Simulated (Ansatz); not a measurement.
C₄H₁₀, triplet, at the geometry of the source list (a higher spin typed on purpose: for a closed-shell molecule this is an excited state). Base run: HF/6-31G (Ansatz, a first-principles code).

Geometry (Å):
```xyz
14

C     -0.0359     1.3634    -0.4885
C      0.0298     0.1219     0.3965
C      1.2603    -0.7125     0.0525
C     -1.2391    -0.7112     0.2398
H      0.8581     1.9708    -0.3651
H     -0.1145     1.0782    -1.5357
H     -0.9009     1.9717    -0.2334
H      0.1082     0.4433     1.4417
H      2.1689    -0.1285     0.1819
H      1.2132    -1.0482    -0.9815
H      1.3221    -1.5885     0.6945
H     -1.2055    -1.5872     0.8838
H     -2.1177    -0.1263     0.5031
H     -1.3470    -1.0469    -0.7897
```
Charge 0, spin multiplicity 3.
Orbitals are unrestricted.
All else is at Ansatz's defaults.
Base energy -156.85257 Eh.

Variants of this job, named by their change:

| change | ΔE vs base (mEh) |
|---|---|
| base | 0.000 |
| lower_state_search = light | 0.000 |
| point_charge = charge:0.5 position_ang:4.2659, 2.1246, -2.0308 | 1.583 |
| point_charge = charge:1.0 position_ang:0.3149, 2.0467, 4.7484 | -28.521 |
| fitting.mean_field = def2-universal-JKFIT | 0.053 |
| fitting.mean_field = cc-pVTZ-JKFIT | 0.013 |
| accuracy = high | -0.016 |
| forces = on | 0.000 |
| lower_state_search = full | 0.000 |
| nuclear_model = gaussian | 0.013 |
| point_charge = charge:-1.0 position_ang:2.9608, -0.8176, -4.1714 | -11.433 |
